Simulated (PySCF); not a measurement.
**The chalcogenides of carbon, CO₂ to CSe₂**

Level: PBE0 in the def2-TZVP basis family, all electrons, no relativity, computed in PySCF with density fitting; open shells unrestricted.

Each entry is the lowest minimum that a search over a few typed start shapes (and spin states, where more than one is plausible) found, or that minimum re-optimised at the stated level; isomers with ligand–ligand bonds, or fragments after loss of a ligand pair, can lie lower.

```json
{"molecule": "CO₂", "2S+1": "1", "point group": "D∞h", "mean bond to C (Å)": "1.157", "gap (eV)": "11.50", "atomisation (kJ/mol)": "1638", "lowest ω (cm⁻¹)": "688"}
{"molecule": "CS₂", "2S+1": "1", "point group": "D∞h", "mean bond to C (Å)": "1.548", "gap (eV)": "5.86", "atomisation (kJ/mol)": "1190", "lowest ω (cm⁻¹)": "413"}
{"molecule": "CSe₂", "2S+1": "1", "point group": "D∞h", "mean bond to C (Å)": "1.689", "gap (eV)": "5.03", "atomisation (kJ/mol)": "995", "lowest ω (cm⁻¹)": "329"}
```

The bond lengthens at every step; the largest change, 0.391 Å, falls between CO₂ and CS₂ among the members listed.

Left out of the table are members whose search was unfinished or whose lowest solution was spin-contaminated, unstable, very soft or bonded differently.
